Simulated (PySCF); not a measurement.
Species: [SnCl3]- (charge -1).
Geometry (PBE0-D3(BJ)/def2-SVP, Å), atoms numbered from 1 in this order:
```xyz
4
SnCl3 angstrom
Sn     0.0299    0.0076    0.9199
Cl     2.1524   -0.0315   -0.3825
Cl    -1.0785    1.8830   -0.2756
Cl    -1.1038   -1.8592   -0.2618
```

Level of theory: PBE0-D3(BJ)/def2-SVP geometry optimisation, gas phase, def2 core potentials past Kr in PySCF.

(1) Which atoms are bound to Sn1, and at what distances?

(2) List the angles at Sn1.

(3) What is the shape at Sn1?

(4) What are the rotational constants (commonest isotopes, rigid rotor)?

Results:

(1) 3 atoms: Cl4 2.483 Å, Cl3 2.485 Å, Cl2 2.490 Å.

(2) 
```csv
angle,degrees,distance of the outer atoms (Å)
Cl2–Sn1–Cl3,98.1,3.76
Cl3–Sn1–Cl4,97.7,3.74
Cl2–Sn1–Cl4,97.4,3.74
```

(3) Pyramidal: angles 98.1°, 97.7° and 97.4°, sum 293.2°, 1.23 Å off the plane of its three neighbours. Differences among atoms that C3v makes equivalent are scatter left by the optimiser.

(4) A = 1541, B = 1526, C = 1030 MHz: an oblate symmetric top.

Point group: C3v (every atom within 0.08 Å of its image). Charge -1, singlet. The geometry's basis has no diffuse functions, a weakness for an anion. Not checked by PBE0-D3(BJ)/def2-SVP frequencies.
